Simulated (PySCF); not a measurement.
Run record: excited-state job, `C[S][GaH][CH]1CC1`.

Method: TDDFT PBE0/def2-SVPD, vertical, gas phase, core orbitals frozen in the response (PySCF 2.14.0, density-fitted response routines). Geometry: GFN2-xTB. A driver script takes a list of jobs; this job's settings line and coordinates (Å) are shown.

Command:
```bash
OMP_NUM_THREADS=1 python probes_run.py task.json out
```

Input:
```
{"job": {"kind": "uv", "xc": "PBE0", "basis": "def2-SVPD", "nstates": 6, "ntriplets": 2}, "charge": 0, "multiplicity": 1}
C      3.313545     0.123977     0.116602
S      1.640520    -0.093678     0.835286
Ga     0.437669     0.064816    -1.048328
C     -1.583964    -0.020498    -1.003584
C     -2.185348    -0.860200     0.099678
C     -2.262936     0.623276     0.183380
H      3.252611     0.226972    -0.971185
H      3.906124    -0.747630     0.376486
H      3.753532     1.015338     0.553132
H      1.332031     0.236026    -2.371286
H     -2.146106     0.003156    -1.934633
H     -1.511019    -1.360611     0.788866
H     -3.087634    -1.417194    -0.110530
H     -3.220243     1.101399     0.029763
H     -1.643198     1.112841     0.928785
```

Q: Give the output.

A: 
```
coarse grid: 56704 points
cycle   1  E = -2479.7610648650  dE = -5.664e-02  |g| = 5.838e-01  |ddm| = 5.321e+00
cycle   2  E = -2479.7080481517  dE =  5.302e-02  |g| = 7.995e-01  |ddm| = 1.923e+00
cycle   3  E = -2479.8257246706  dE = -1.177e-01  |g| = 3.792e-02  |ddm| = 1.209e+00
cycle   4  E = -2479.8260915149  dE = -3.668e-04  |g| = 1.705e-02  |ddm| = 1.244e-01
cycle   5  E = -2479.8261801865  dE = -8.867e-05  |g| = 5.142e-03  |ddm| = 3.605e-02
cycle   6  E = -2479.8261879481  dE = -7.762e-06  |g| = 1.362e-03  |ddm| = 1.062e-02
final grid: 118216 points
cycle   7  E = -2479.8261952618  dE =  3.095e-07  |g| = 1.770e-03  |ddm| = 9.037e-03
cycle   8  E = -2479.8261944473  dE =  8.145e-07  |g| = 2.456e-03  |ddm| = 6.536e-03
cycle   9  E = -2479.8261961761  dE = -1.729e-06  |g| = 1.503e-04  |ddm| = 3.739e-03
cycle  10  E = -2479.8261961820  dE = -5.905e-09  |g| = 1.973e-05  |ddm| = 3.095e-04
cycle  11  E = -2479.8261961821  dE = -9.686e-11  |g| = 4.490e-06  |ddm| = 3.587e-05
converged SCF energy = -2479.8261961821

Static polarisability (au): isotropic 99.328, principal 77.527 95.666 124.792

Singlet excitations
state   eV       nm        f      main configurations
  1   4.9606    249.9   0.06275   H->L 0.95
  2   5.1752    239.6   0.00053   H-1->L 0.98
  3   5.5175    224.7   0.00091   H-2->L 0.98
  4   5.7108    217.1   0.03624   H->L+1 0.90
  5   5.9479    208.5   0.00408   H->L+2 0.85
  6   6.4414    192.5   0.01406   H-3->L 0.88, H-1->L+1 0.09

Triplet excitations (Tamm-Dancoff, eV): 4.1900 4.8751
```

The SCF starts on a coarse grid where the log names one; the energy can jump when the final grid takes over, and dE then counts from the start density on the new grid. H and L stand for HOMO and LUMO; the number after each pair is its weight.

Q: Which computed singlet has the largest oscillator strength, and what do all of them sum to?

A: State 1 at 4.96 eV (250 nm), f = 0.063; the 6 states sum to 0.119.

Main results: HOMO -6.96 eV, LUMO -1.07 eV; lowest singlet 4.96 eV; lowest triplet 4.19 eV (Tamm–Dancoff); mean polarisability 99.3 au.

 Relativistic effects, spin–orbit coupling among them, are left out although an element past zinc is present.

On an Intel Xeon at 2.70 GHz with one thread (shared host), this took 89 s (with the writing of density and orbital grids) and 0.84 GiB of memory at its peak.

One conformer stands for the species.
Labels such as C1 count atoms from 1, the log's own numbers from 0.
